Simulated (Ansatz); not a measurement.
Harmonic frequencies (cm⁻¹) at PBE0-D4/def2-TZVP from Ansatz: 67, 96, 152, 309, 338, 387, 487, 498, 705, 882, 882, 929, 941, 949, 1010, 1142, 1221, 1239, 1379, 1438, 2202, 2205, 2206, 2620, 2932, 2946, 3861.

Each molecule was computed in one conformer, which needn't be the lowest.

**Question.** Which molecule is it?
A. `OCB[SiH3]`
B. `BC[SiH2]O`
C. `COB[SiH3]`
D. `BCO[SiH3]`

**Answer.** A.
